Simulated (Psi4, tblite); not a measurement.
Interaction energy of H4OSi ··· C4H5N (SMILES O[SiH3] and c1cc[nH]c1). Monomers: optimised at B3LYP-D3(BJ) (def2-TZVP), held rigid. Orientation: lowest of the rigid-body minima from ten starts at GFN2-xTB. R is the distance of the centres of mass, along which the second monomer moves. The table gives interaction energies.

| R / Å | A | B |
|---|---|---|
| 2.81 | 6.22 | 12.75 |
| 2.97 | -0.36 | 3.58 |
| 3.20 | -4.31 | -2.82 |
| 3.40 | -5.07 | -4.90 |
| 3.61 | -4.78 | -5.44 |
| 3.78 | -4.28 | -5.27 |
| 4.12 | -3.23 | -4.34 |
| 4.37 | -2.59 | -3.58 |
| 4.89 | -1.63 | -2.30 |
| 5.60 | -0.88 | -1.28 |
| 6.64 | -0.38 | -0.60 |
| 7.88 | -0.16 | -0.27 |

Energies in kcal/mol.

**Question.** Match the curves with the methods GFN2-xTB in tblite 0.5.0; SAPT0/jun-cc-pVDZ, frozen core (Psi4).

**Answer.** A is GFN2-xTB; B is SAPT0/jun-cc-pVDZ.
